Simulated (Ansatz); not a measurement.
Cartesian coordinates (Å):
```xyz
10

C      2.0863     0.1610    -0.6200
B      0.7288    -0.1003    -0.4964
N     -0.6036    -0.3473    -0.3609
C     -1.4491     0.0704     0.7567
H      2.4623     1.0509    -1.1095
H      2.8443    -0.5119    -0.2387
H     -1.0902    -0.8650    -1.0784
H     -2.2544     0.7235     0.4141
H     -1.8884    -0.7943     1.2584
H     -0.8405     0.6162     1.4741
```
Charge 0, spin multiplicity 1.

The numbers are results of frozen-core CCSD(T)/cc-pVTZ // B3LYP-D3(BJ)/def2-TZVP (Ansatz, a quantum-chemistry and plane-wave program), not measurements.

HF energy: -158.40174 Ha
MP2 correlation energy: -0.64280 Ha

Problem. Estimate the CCSD correlation energy, the (T) correction, the total energy and the T1 diagnostic.

Solution. 
```json
{
 "CCSD correlation energy": "-0.67864 Ha",
 "(T) correction": "-0.02853 Ha",
 "CCSD(T) total energy": "-159.10891 Ha",
 "T1 diagnostic": "0.013"
}
```
